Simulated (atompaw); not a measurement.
**Before and after: PAW (atompaw) potential for Sb**

```json
{"Element": "antimony (Sb)", "Generator": "atompaw 4.2.0.5", "Type": "PAW", "Functional": "PBE", "Relativity": "scalar-relativistic", "Frozen core": "[Kr] 4d10", "Valence charge": "5", "Reference configuration": "5s2 5p2 (charge +1)", "Partial waves": "5s (bound): rc 2.00 bohr; 5s channel at -0.1 Ry: rc 2.00 bohr; 5p (bound): rc 2.00 bohr; 5p channel at 3.65 Ry: rc 1.95 bohr; 5d channel at -0.05 Ry: rc 1.75 bohr", "Local potential": "ultrasoft scheme with l = 3 at -0.5 Ry, radius 1.35 bohr", "Core correction": "smooth core density matched at 1.10 bohr", "Augmentation charge": "sinc compensation charge, radius 1.50 bohr; PAW radius 2.00 bohr; waves and projectors: custom polynom2 7 10 vanderbiltortho"}
```

All-electron outer shells of the reference configuration (PBE, scalar-relativistic, ld1.x):

```csv
shell,level (eV),outermost node (bohr),outermost maximum (bohr)
5s,-20.64,0.95,1.88
5p,-11.99,1.04,2.24
```

Change: all radii scaled by about 0.88 (s 1.76, p 1.76, d 1.54 bohr); local potential ultrasoft scheme with l = 3 at -0.5 Ry, radius 1.20 bohr; augmentation sinc compensation charge, radius 1.32 bohr; PAW radius 1.76 bohr; waves and projectors: custom polynom2 7 10 vanderbiltortho; core correction smooth core density matched at 0.98 bohr.

Cutoffs: the cutoffs (Ry, on a coarse ladder) from which the occupation-weighted sum of valence levels, in a spherical-Bessel basis at the reference potential, stays within 10 and 1 mRy of its value at 400 Ry; they do not see the model core or the augmentation charge, which bear on the density cutoff.

What does the change do?

The potential gets harder (15 Ry and 21 Ry → 21 Ry and 25 Ry); both files keep a bound ghost (d, p, s). A smaller radius makes the pseudo-wave follow the all-electron one further in, where it bends more sharply, so more plane waves are needed.

```tsv
quantity	base	changed
cutoff, loose	15 Ry	21 Ry
cutoff, tight	21 Ry	25 Ry
loose cutoff by channel (10 mRy a level)	s 12 Ry, p 6 Ry	s 15 Ry, p 21 Ry
bound ghosts	s, p, d	s, p, d
lowest overlap eigenvalue by channel	s 0.04, p 0.12, d 1.00	s 0.19, p 0.25, d 1.00
```

 A true bound ghost makes a file unfit for plane-wave use even where its test errors are small: the radial tests pick states by their node count and pass the ghost by. The cutoffs see the waves, projectors and local potential, not the compensation charge or the core.
